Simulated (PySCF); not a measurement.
## Working with the constants of WC⁺

PBE0 constants of WC⁺, ⁶Π (sextet), unpaired electrons σ ↑↑, π ↑, δ ↑↑, a second solution, started from another occupation (W def2-TZVPPD with ECP60, C def2-TZVPPD; scalar-relativistic core potentials (PySCF 2.14); masses 183.9509 and 12.0000 u):

```
ωe              : 899.3 cm⁻¹
ωexe            : 6.85 cm⁻¹
Be              : 0.44458 cm⁻¹
αe              : 0.00323 cm⁻¹
D (centrifugal) : 4.35e-07 cm⁻¹
```

Task: Give the vibrational terms G(v) and spacings up to v = 6.

Result: G(v) = ωe(v+½) − ωexe(v+½)².

| v | G(v) (cm⁻¹) | G(v) − G(v−1) | Bv (cm⁻¹) |
| --- | --- | --- | --- |
| 0 | 448 |  | 0.4430 |
| 1 | 1334 | 886 | 0.4397 |
| 2 | 2205 | 872 | 0.4365 |
| 3 | 3064 | 858 | 0.4333 |
| 4 | 3908 | 844 | 0.4300 |
| 5 | 4739 | 831 | 0.4268 |
| 6 | 5556 | 817 | 0.4236 |

De is left out where the level can put another filling of the metal’s s and d shells below the measured ground configuration, by anything from nothing to about 1 eV. These are scalar-relativistic numbers at best; spin–orbit coupling would shift them, the dissociation energy most.
